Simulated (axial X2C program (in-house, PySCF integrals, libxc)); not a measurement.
## MoTe: from the spin-free to the two-component result

Computed with an axial X2C code built on PySCF integrals. Spin-free means the one-electron spin-free X2C Hamiltonian; two-component (2c) means X2C with spin–orbit coupling and atomic mean-field two-electron Coulomb and Gaunt terms, so the difference of the two also holds small scalar two-electron terms. Basis: Te dyall-cv3z [11s12p8d4f1g], Mo dyall-cv3z [11s12p9d5f3g] (cores contracted in-house); Gaussian nuclei, density fitting, unrestricted open shells. Masses: Te 129.906 u, Mo 97.905 u.

Spin-free state: M_S = 2, Λ = 1 (beyond evenly filled blocks: σα, π+α, δ+α, δ-α); fragments Te + Mo.

```csv
level,Re (Å),ωe (cm⁻¹),De (eV),μ (D)
PBE0,2.528,224.3,2.451,4.34
HF,2.780,166.8,0.824,5.93
PW91,2.496,252.4,2.959,3.50
```

Dipoles are positive if Mo is the positive end.

Two-component determinant lowest at the distance of the search:

Ω = 1 (⟨Sz⟩ = 2.00, ⟨Lz⟩ = -1.00 at PBE0); fragments Te + Mo.

| level | Re (Å) | ωe (cm⁻¹) | De (eV) | μ (D) |
| --- | --- | --- | --- | --- |
| PBE0 | 2.543 | 218.8 | 2.377 | 4.21 |
| HF | 2.787 | 164.9 | n/a | 5.86 |
| PW91 | 2.507 | 245.2 | 2.852 | 3.39 |

Q: From the two tables, how do the constants change at the PBE0 level (2c against spin-free)?

A: At the PBE0 level Re rises by 0.015 Å and ωe drops by 5.5 cm⁻¹; De changes by -0.074 eV.

The state is a single determinant with fixed occupations, the lowest that a limited PBE0 search found. Dissociation energies refer to the lowest single-determinant-based atoms at the same level and basis. De is not given where an atomic determinant may have missed its ground term or J level, or where the truncated virtual space spoils (T). Density functionals use the spin component along the axis (collinear). The functionals have no current-density term, which raises determinants with orbital currents, atoms included. With several unpaired electrons one determinant need not be a pure state. Open-shell Ω = 0 determinants with evenly filled partner blocks cannot be reached by this program, so the Ω shown need not be the lowest component. The determinant is spin-polarised beyond a pure state at some levels (its spin-free form has ⟨S²⟩ too high), which makes Re and μ there less reliable.
